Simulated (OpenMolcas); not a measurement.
## Fe VI: effect of the basis set

* Program: OpenMolcas
* Method: SS-CASPT2, IPEA 0.25 Eh, imaginary shift 0.1 Eh (closed shells correlated: 3s 3p)
* Active space: 3 electrons in 10 orbitals (3d 4d)
* State averaging: 2S+1 = 4 even, 10 roots; 2S+1 = 2 even, 40 roots
* Spin-orbit coupling: state interaction with AMFI integrals over the reference wave functions, term energies averaged over their components

A. ANO-RCC-VTZP [6s5p3d2f1g], DKH2, point nucleus; CASPT2 step of the order of 6 core-minutes
B. ANO-R2 [6s5p4d2f1g], X2C, finite nucleus; CASPT2 step of the order of 8 core-minutes
C. ANO-RCC-VQZP [7s6p4d3f2g1h], DKH2, point nucleus; CASPT2 step of the order of 8 core-minutes

Energies in eV above 3d³ ⁴F_3/2, the measured ground level; measured values from Corliss and Sugar, J. Phys. Chem. Ref. Data 11, 135 (1982).

```json
{"Level": "3d³ ⁴F_3/2", "A": "0.0000", "B": "0.0000", "C": "0.0000", "Measured": "0.0000"}
{"Level": "3d³ ⁴F_5/2", "A": "0.0676", "B": "0.0644", "C": "0.0649", "Measured": "0.0634"}
{"Level": "3d³ ⁴F_7/2", "A": "0.1585", "B": "0.1511", "C": "0.1521", "Measured": "0.1473"}
{"Level": "3d³ ⁴F_9/2", "A": "0.270", "B": "0.257", "C": "0.259", "Measured": "0.2480"}
{"Level": "3d³ ⁴P_1/2", "A": "2.437", "B": "2.400", "C": "2.411", "Measured": "2.3233"}
{"Level": "3d³ ⁴P_3/2", "A": "2.461", "B": "2.424", "C": "2.435", "Measured": "2.3485"}
{"Level": "3d³ ⁴P_5/2", "A": "2.547", "B": "2.505", "C": "2.517", "Measured": "2.4314"}
{"Level": "3d³ ²G_7/2", "A": "2.645", "B": "2.603", "C": "2.582", "Measured": "2.5561"}
{"Level": "3d³ ²G_9/2", "A": "2.738", "B": "2.694", "C": "2.673", "Measured": "2.6427"}
{"Level": "3d³ ²P_3/2 [64 %]", "A": "3.386", "B": "3.325", "C": "3.319", "Measured": "3.2502"}
{"Level": "3d³ ²P_1/2", "A": "3.404", "B": "3.341", "C": "3.337", "Measured": "3.2850"}
{"Level": "3d³ ²H_9/2", "A": "3.686", "B": "3.648", "C": "3.618", "Measured": "3.5614"}
{"Level": "3d³ ²D_3/2(1) [66 %]", "A": "3.704", "B": "3.632", "C": "3.625", "Measured": "3.5494"}
{"Level": "3d³ ²D_5/2(1)", "A": "3.712", "B": "3.640", "C": "3.632", "Measured": "3.5316"}
{"Level": "3d³ ²H_11/2", "A": "3.756", "B": "3.716", "C": "3.685", "Measured": "3.6207"}
{"Level": "3d³ ²F_7/2", "A": "5.954", "B": "5.878", "C": "5.869", "Measured": "5.7302"}
{"Level": "3d³ ²F_5/2", "A": "5.993", "B": "5.915", "C": "5.906", "Measured": "5.7781"}
{"Level": "3d³ ²D_5/2(2)", "A": "9.333", "B": "9.210", "C": "9.213", "Measured": "8.8906"}
{"Level": "3d³ ²D_3/2(2)", "A": "9.375", "B": "9.250", "C": "9.253", "Measured": "8.9329"}
```

Deviations, from unrounded energies. A percentage is the sum of absolute deviations over the sum of measured energies, with the sign that they share, or ± where signs differ.

```tsv
Against measurement	Levels	A	B	C
mean absolute deviation (cm-1)	18	1200	790	740
fine structure of the ground term (%)	3	+8.1	+3.0	+3.7
other terms of the ground configuration (%)	15	+4.3	+2.8	+2.6
```

C lies closest to measurement on these levels and A furthest from it. The largest miss of C in the table is 3d³ ²D_5/2(2), by +2600 cm-1. The ranking rests on the paired levels alone, and a cruder setting can come out closer through cancelling errors.

The two smallest mean deviations differ by little beside CASPT2's spread within terms, so their order carries little weight.

Among A to C the level of the table that moves most is 3d³ ²D_3/2(2), by 1000 cm-1 (lowest in B, highest in A). Moves below CASPT2's spread within the term are not significant.

Term energies are means over components that CASPT2 splits; among the terms shown or strongly mixed into the levels shown the widest spread is 760 cm-1 (3d³ ⁴F, B). Active for correlation alone: 4d; no level in the range computed is led by a configuration that fills it, so any true level of that kind is missing. Measured partners are found by configuration, term and J. A level has none where our copy of the source lacks it or the pairing is in doubt (some pairs that miss far off the trend of their configuration count as doubtful), and it then counts in no deviation. Only configurations of the active space appear.

A share in square brackets marks a mixed level and gives the weight of the term that names it, the lowest over the columns. A number in round brackets counts repeated terms of one configuration in the order of the reference energies.
